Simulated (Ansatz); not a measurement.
```yaml
crystal:
  periodic: [false, false, false]
  atoms:
    - {symbol: C, position_ang: [-3.384288, 0.450619, 0.065477]}
    - {symbol: O, position_ang: [-2.013564, 0.259832, 0.045883]}
    - {symbol: Y, position_ang: [-0.001404, -0.006843, 0.015458]}
    - {symbol: O, position_ang: [0.782386, -1.862983, 0.264365]}
    - {symbol: C, position_ang: [1.327909, -3.124824, 0.424965]}
    - {symbol: O, position_ang: [1.226750, 1.581980, -0.280185]}
    - {symbol: C, position_ang: [2.052106, 2.673798, -0.486214]}
    - {symbol: H, position_ang: [-3.833500, 0.041255, 0.980498]}
    - {symbol: H, position_ang: [-3.645068, 1.516754, 0.017508]}
    - {symbol: H, position_ang: [-3.869945, -0.045828, -0.785526]}
    - {symbol: H, position_ang: [0.808468, -3.869057, -0.193908]}
    - {symbol: H, position_ang: [1.256507, -3.461840, 1.467967]}
    - {symbol: H, position_ang: [2.390103, -3.144823, 0.145131]}
    - {symbol: H, position_ang: [1.473513, 3.592555, -0.653732]}
    - {symbol: H, position_ang: [2.707242, 2.849532, 0.377769]}
    - {symbol: H, position_ang: [2.699884, 2.527374, -1.361155]}
basis:
  gaussian: {orbitals: cc-pVTZ-DK}
magnetization: {spin_polarized: true, initial_magnetization: 10}
hamiltonian: {xc: {name: B2PLYP}}
output: {forces: true}
```

```sh
$ ansatz run in.yaml --threads 2 --pin off --events-out ev --progress --plain --max-ram 22528MiB --backend cuda --devices 0, --max-vram 18GiB
```

Output, abridged:

```
Functional definition: B2PLYP
2261 factors; integrals over basis functions are off by at most 1.2e-3 eV
mean field evaluation 1: about -101442.5552 eV, gradient 3.8e1 eV
mean field evaluation 2: about -101442.7860 eV, gradient 3.8e1 eV
mean field evaluation 4: about -101452.3225 eV, gradient 2.0e1 eV
mean field evaluation 8: about -101456.8084 eV, gradient 2.1e0 eV
mean field evaluation 16: about -101457.1129 eV, gradient 2.8e-1 eV
mean field evaluation 32: about -101457.1433 eV, gradient 1.7e-2 eV
mean field evaluation 64: about -101457.1399 eV, gradient 3.9e-2 eV
mean field -101457.14349016 eV, -3728.4812531416 hartree, gradient 5.7e-8 eV, S^2 30.041522; 8 other end points of the search recorded, 0 dependent functions left out
20 core orbitals not correlated: weight in the atoms' cores, before any rotation towards them, 1.000 or more for the frozen orbitals, at most 0.000 for the correlated occupied ones
reference -101457.14373217 eV, -3728.4812620353 hartree; 30, 20 occupied and 333, 343 virtual orbitals, 2261 factors
second order -45.00984217 eV of doubles, -0.00000000 eV of singles
Total energy: -101469.29638956 eV, -3728.9278639568 hartree
Relativity: scalar
Atom 0 at    -3.384288     0.450619     0.065477 Å, force     4.184115    -0.648393    -0.083945 eV/Å
Atom 1 at    -2.013564     0.259832     0.045883 Å, force   -11.949219     1.685829     0.186128 eV/Å
Atom 2 at    -0.001404    -0.006843     0.015458 Å, force     1.345652    -3.221815     0.484628 eV/Å
Atom 3 at     0.782386    -1.862983     0.264365 Å, force     2.089033    -4.215900     0.329241 eV/Å
Atom 4 at     1.327909    -3.124824     0.424965 Å, force    -1.024240    -0.419750     0.967632 eV/Å
Atom 5 at     1.226750     1.581980    -0.280185 Å, force     7.221862     9.539729    -1.791317 eV/Å
Atom 6 at     2.052106     2.673798    -0.486214 Å, force    -2.471219    -3.391566     0.659927 eV/Å
Atom 7 at    -3.833500     0.041255     0.980498 Å, force     0.248640    -0.574676     1.140255 eV/Å
Atom 8 at    -3.645068     1.516754     0.017508 Å, force     0.469238     1.273126    -0.075790 eV/Å
Atom 9 at    -3.869945    -0.045828    -0.785526 Å, force     0.196684    -0.689195    -1.080932 eV/Å
Atom 10 at     0.808468    -3.869057    -0.193908 Å, force     0.122716     0.404581    -0.423169 eV/Å
Atom 11 at     1.256507    -3.461840     1.467967 Å, force     0.157771     0.413981    -0.103738 eV/Å
Atom 12 at     2.390103    -3.144823     0.145131 Å, force     0.061436     0.470704    -0.318599 eV/Å
Atom 13 at     1.473513     3.592555    -0.653732 Å, force    -1.249544     0.558471    -0.096932 eV/Å
Atom 14 at     2.707242     2.849532     0.377769 Å, force     0.302493    -0.387596     1.196272 eV/Å
Atom 15 at     2.699884     2.527374    -1.361155 Å, force     0.294583    -0.797529    -0.989661 eV/Å
Dipole moment:     0.070683    -0.176738     0.005680 e Å
```

In this input the spin is set far too high for this molecule. The calculation finished and met its thresholds. The result belongs to that input, not to the molecule as meant.
